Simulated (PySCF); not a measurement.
PySCF 2.14 output of an unrestricted BLYP calculation on a single atom or ion in aug-cc-pVTZ-PP with one added diffuse shell each of d, f type with ECP28MDF (6s5p5d3f, 67 functions), with a scalar-relativistic core potential:

```
SCF conv_tol = 1e-09
number electrons alpha = 14  beta = 10
    A. D. Becke.,  Phys. Rev. A 38, 3098 (1988)
    C. Lee, W. Yang, and R. G. Parr.,  Phys. Rev. B 37, 785 (1988)
    B. Miehlich, A. Savin, H. Stoll, and H. Preuss.,  Chem. Phys. Lett. 157, 200 (1989)
cycle= 1 E= -267.73638514049  delta_E= -0.00692  |g|= 0.0279  |ddm|=  1.3
cycle= 2 E= -267.736595451302  delta_E= -0.00021  |g|= 0.0115  |ddm|= 0.131
cycle= 3 E= -267.736624029993  delta_E= -2.86e-05  |g|= 0.00146  |ddm|= 0.0606
cycle= 4 E= -267.736624984703  delta_E= -9.55e-07  |g|= 6.57e-05  |ddm|= 0.0163
cycle= 5 E= -267.736624989822  delta_E= -5.12e-09  |g|= 2.13e-06  |ddm|= 0.00274
cycle= 6 E= -267.736624989827  delta_E= -5.57e-12  |g|= 7.5e-08  |ddm|= 8.85e-05
converged SCF energy = -267.736624989827  <S^2> = 6.0004293  2S+1 = 5.0001717
```

The run itself started from symmetry-adapted Hartree-Fock orbitals and held the occupation by maximum overlap, on a logarithmic radial grid, so the iterations belong to that start.

Task: Which element, charge and spin multiplicity is this?

Result: Te (tellurium, neutral), multiplicity 5; the state was [Kr] 4d10 5s2 5p3 6s1, high-spin 5S determinant (an excited configuration).

Energies and moments cover only the electrons outside the core potential. The outer electron is Rydberg-like, and this basis confines it to a smaller radius and binds it less than a complete one would.
